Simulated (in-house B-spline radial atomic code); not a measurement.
**Neutral tantalum: [Xe] 4f14 5d3 6s2**

Method: Dirac-Kohn-Sham LC-wPBE, spherical fractional occupations, Fermi nucleus of rms radius 5.3507 fm. Calculated with a B-spline radial code for spherical atoms.

Effective charges: Z_r = [3n² - l(l+1)]/(2<r>) from the radius, Z_e = n√(-2ε) from the energy, and Slater's rules. Values are occupation-weighted means over j. An effective charge above Z reflects the relativistic contraction of the inner shells.

```tsv
shell	electrons	ε (eV)	<r> (bohr)	Z_r	Z_e	Slater
1s	2	-67261	0.01867	80.36	70.31	72.70
2s	2	-11554	0.07834	76.59	58.28	68.85
2p	6	-10197	0.0701	71.33	54.75	68.85
3s	2	-2652.2	0.2043	66.08	41.89	61.75
3p	6	-2242.6	0.2039	61.29	38.52	61.75
3d	10	-1731.7	0.1856	56.57	33.85	51.85
4s	2	-546.34	0.4587	52.32	25.35	45.25
4p	6	-410.64	0.4865	47.27	21.98	45.25
4d	10	-228.57	0.5236	40.11	16.39	33.85
5s	2	-79.712	1.104	33.97	12.10	15.35
5p	6	-45.905	1.294	28.22	9.18	15.35
4f	14	-31.065	0.6391	28.17	6.04	22.45
6s	2	-8.3954	3.264	16.55	4.71	3.30
5d	3	-2.2466	2.377	14.52	2.03	4.30
```

The least bound orbital is 5d5/2 at -2.039 eV, while the most diffuse is 6s1/2 (<r> = 3.264 bohr against 2.435 bohr): energy order and size order differ.

Spin-orbit splittings of the orbital energies (j = l + 1/2 above j = l - 1/2 when positive): 2p 1270 eV, 3p 273.4 eV, 3d 59.55 eV, 4p 62.88 eV, 4d 11.55 eV, 5p 8.869 eV, 4f 1.99 eV, 5d 0.5188 eV.

For the 1s electron the small component carries 7.56 % of the norm, the zero-frequency Breit interaction raises the level by 232.6 eV, self-energy by 144.8 eV, and vacuum polarisation lowers it by 26.99 eV.

Caution: exact exchange at fractional occupations of open shells leaves self-interaction of up to several eV.
